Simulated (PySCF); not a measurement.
C7H8, charge -1, doublet (typed; the unrestricted solution is spin-contaminated), at a GFN2-xTB geometry (a state made from the parent by changing its charge; the spin is typed, not shown lowest) (in this run its highest filled SCF level lies above zero, so its values depend strongly on the basis, on diffuse functions most of all). Base run: CCSD(T)/STO-3G in PySCF.

Input for PySCF:
```python
from pyscf import gto, scf, cc

mol = gto.M(
    atom='''
C    -2.41615025   -0.09423761   -0.00084847
C    -0.90462916   -0.03208013    0.01248811
C    -0.18097146   -1.20077251    0.17651586
C     1.27323905   -1.14762615    0.16375845
C     1.89363258    0.07121865   -0.01076607
C     1.18091207    1.24199321   -0.17367270
C    -0.27325447    1.18543425   -0.16052647
H    -2.85140215    0.85506076    0.31761786
H    -2.78313519   -0.88166934    0.66088217
H    -2.78714768   -0.30896622   -1.00851697
H    -0.68088180   -2.15518212    0.31436607
H     1.84419607   -2.06290847    0.29119789
H     2.98647873    0.11212851   -0.02001269
H     1.67974013    2.19709992   -0.31030067
H    -0.84451843    2.10085878   -0.28692584
''',
    basis='sto-3g',
    charge=-1,
    spin=1,
    verbose=4,
)

mf = scf.UHF(mol)
mf.kernel()

mycc = cc.CCSD(mf)
mycc.kernel()
et = mycc.ccsd_t()
print('E(CCSD(T)) = %.10f' % (mycc.e_tot + et))
```

Variants of this job, named by their change:

```tsv
change	ΔE vs base (kcal/mol)	MP2 correlation (Eh)	CC correlation without the perturbative part (Eh)	basis functions	core-seconds (rough)
base	0.000	-0.36371	-0.45712	43	20
frozen = 7	1.84	-0.36047	-0.45426	43	7
density fitting = JK and correlation	-0.464	-0.36364	-0.45707	43	20
frozen = 6	1.59	-0.36092	-0.45466	43	9
cart = on	0.000	-0.36371	-0.45712	43	20
method = mp2	64.7	-0.36371	-	43	1
cc.direct = True	0.000	-0.36371	-0.45712	43	40
cc.conv_tol = 1e-5	0.000	-0.36371	-0.45712	43	20
method = cisd	54.13	-	-	43	4
cc.level_shift = 0.2	0.000	-0.36371	-0.45712	43	20
```

Open shells are given as the SCF converged; they aren't shown to be the lowest states, and a large step between rows can be another state.
